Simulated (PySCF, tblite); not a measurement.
Compound: CH10Si3.
Z-matrix (Å and degrees, GFN2-xTB geometry), rows numbered from 1:
```
C 
Si  1  1.9108
Si  2  2.3234  1  108.72
Si  2  2.3230  1  108.65  3   127.66
H   1  1.0865  2  111.45  3    56.06
H   1  1.0866  2  111.63  3   176.24
H   1  1.0870  2  111.16  3   -63.81
H   2  1.4815  1  104.44  3  -116.16
H   3  1.4660  2  114.72  1   -56.47
H   3  1.4665  2  111.86  1    63.82
H   3  1.4653  2  111.46  1  -177.28
H   4  1.4652  2  111.27  1   177.47
H   4  1.4661  2  114.54  1    56.77
H   4  1.4666  2  112.07  1   -63.68
```

Method used: CAM-B3LYP/def2-SVPD in PySCF (dipole) on a GFN2-xTB geometry, gas phase.

Take the most abundant isotopes and a rigid rotor. 

Problem. Give the principal moments of inertia and the rotational constants in cm⁻¹.

Solution. Ia = 133.79, Ib = 277.00, Ic = 372.23 u·Å²; 505379 MHz·u·Å²/I gives 3777, 1824 and 1358 MHz, that is A = 0.12600, B = 0.06086, C = 0.04529 cm⁻¹.

Problem. Classify the top.

Solution. An asymmetric top: κ = (2 × 1824 − 3777 − 1358)/(3777 − 1358) = -0.61.

Problem. What does the inertial defect say?

Solution. Not planar: Δ = Ic − Ia − Ib = -38.56 u·Å². For a rigid frame Δ = −2 Σ m c², so Σ m c² = 19.28 u·Å² lies off the ab plane: 11.34 from hydrogen and 7.94 from heavier atoms. The atom farthest from that plane is 1.91 Å away.

Problem. Give the other two planar moments, Paa and Pbb, and the rms extents of the mass along the axes.

Solution. Paa = Σ m a² = (Ib + Ic − Ia)/2 = 257.72 and Pbb = Σ m b² = (Ia + Ic − Ib)/2 = 114.51 u·Å². With the mass M = 106.01 u, the rms extents √(P/M) along a, b and c are 1.56, 1.04, 0.43 Å.

Problem. List the rotational levels J(Ka,Kc) to J = 4 (cm⁻¹).

Solution. Above 0(0,0):
J = 1: 1(0,1) 0.1061, 1(1,1) 0.1713, 1(1,0) 0.1869
J = 2: 2(0,2) 0.3160, 2(1,2) 0.3680, 2(1,1) 0.4147, 2(2,1) 0.6101, 2(2,0) 0.6126
J = 3: 3(0,3) 0.6249, 3(1,3) 0.6617, 3(1,2) 0.7548, 3(2,2) 0.9286, 3(2,1) 0.9406, 3(3,1) 1.2947, 3(3,0) 1.2949
J = 4: 4(0,4) 1.0278, 4(1,4) 1.0508, 4(1,3) 1.2048, 4(2,3) 1.3512, 4(2,2) 1.3849, 4(3,2) 1.7235, 4(3,1) 1.7252, 4(4,1) 2.2302, 4(4,0) 2.2302
Those of J = 1 are B + C, A + C and A + B.

Problem. Which lines would a microwave search look for?

Solution. The dipole components are |μa| = 0.00 D, |μb| = 0.78 D, |μc| = 0.08 D; the mirror of this Cs structure is the bc plane, so μa vanishes by symmetry and there are no a-type lines. The squared components, which scale the intensities, stand as 1.00 : 0.01 (b : c). Some lines, for components of 0.1 D or more:

```
type  branch         J(Ka,Kc)    MHz  lower level (cm⁻¹)
   b       Q  1(1,0) ← 1(0,1)   2420               0.106
   b       Q  3(2,1) ← 3(1,2)   5568               0.755
   b       Q  2(2,0) ← 2(1,1)   5933               0.415
   b       Q  2(2,1) ← 2(1,2)   7259               0.368
   b       R  2(1,2) ← 1(0,1)   7851               0.106
   b       Q  4(3,1) ← 4(2,2)  10204               1.385
   b       R  3(1,3) ← 2(0,2)  10364               0.316
   b       Q  3(3,0) ← 3(2,1)  10623               0.941
   b       R  4(0,4) ← 3(1,3)  10977               0.662
   b       Q  4(3,2) ← 4(2,3)  11161               1.351
   b       R  4(1,4) ← 3(0,3)  12769               0.625
   b       R  2(2,0) ← 1(1,1)  13231               0.171
   b       R  3(2,2) ← 2(1,1)  15405               0.415
   b       R  3(2,1) ← 2(1,2)  17165               0.368
   b       R  3(3,1) ← 2(2,0)  20447               0.613
   b       R  3(3,0) ← 2(2,1)  20529               0.610
   b       R  4(2,2) ← 3(1,3)  21682               0.662
   b       R  4(4,1) ← 3(3,0)  28040               1.295
```

Problem. Estimate the classical rotational partition function at 25 K, 50 K and 500 K.

Solution. Point group Cs, symmetry number σ = 1; q = (√π/σ)·√((kT/h)³/(ABC)), k/h = 20836.6 MHz/K: 6890 at 25 K, 19500 at 50 K, 616000 at 500 K.

Its lowest GFN2-xTB frequency is 14 cm⁻¹, too small to tell a flat minimum from a shallow saddle. Zero-point vibration and centrifugal distortion are left out. A rigid rotor knows nothing of internal rotation, which can split or shift real lines.

On one thread, Intel Xeon 6975P-C (x86_64), no GPU (shared host), this took 17 s of wall time and 0.76 GiB of memory at its peak. This is the CAM-B3LYP/def2-SVPD job that gave the dipole, with the excitations it also computed.
